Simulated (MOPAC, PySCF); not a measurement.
C₂H₁₀Si₂, SMILES `C[SiH2]C[SiH3]` (C–Si–C–Si torsion 61°), neutral singlet in the gas phase. 

Cartesian coordinates (Å):
SMILES: C([SiH2]C)[SiH3]
```xyz
14

C     -1.9446     0.4126    -0.1463
Si    -0.6741    -0.8565    -0.6680
C      0.8474    -0.8026     0.4273
Si     1.7721     0.8224     0.4117
H     -1.5477     1.4270    -0.2278
H     -2.8357     0.3468    -0.7748
H     -2.2508     0.2530     0.8906
H     -1.2790    -2.2180    -0.6109
H     -0.2602    -0.6064    -2.0776
H      0.5541    -1.0340     1.4571
H      1.5337    -1.5940     0.1068
H      2.1669     1.1785    -0.9781
H      0.9151     1.9166     0.9442
H      3.0028     0.7544     1.2459
```
Charge 0, multiplicity 1.

All levels are single points at this geometry (PBE0-D3(BJ)/def2-TZVP); Pople sets use spherical d functions. Orbital energies aren't observables, and empty levels follow the basis.

| level | HOMO (eV) | LUMO (eV) | gap (eV) | dipole (D) | vertical IE, Delta-SCF (eV) |
|---|---|---|---|---|---|
| PBE-D3(BJ)/def2-TZVP in PySCF | -7.32 | -0.25 | 7.06 | 0.78 | – |
| PBE0-D3(BJ)/def2-TZVP in PySCF | -8.57 | 0.54 | 9.11 | 0.76 | – |
| B3LYP/3-21G in PySCF | -8.30 | 1.25 | 9.55 | 0.69 | – |
| M06-2X/6-31G* in PySCF | -9.58 | 1.78 | 11.35 | 0.70 | – |
| PBE/6-31G* in PySCF | -7.18 | 0.26 | 7.44 | 0.80 | – |
| HF/6-31G* in PySCF | -11.56 | 4.13 | 15.69 | 0.71 | 10.02 |
| AM1 in MOPAC | -11.01 | 1.17 | 12.18 | 0.39 | – |
| PM3 in MOPAC | -10.14 | 0.70 | 10.84 | 0.41 | – |
| PM7 in MOPAC | -11.11 | 1.63 | 12.74 | 0.53 | – |
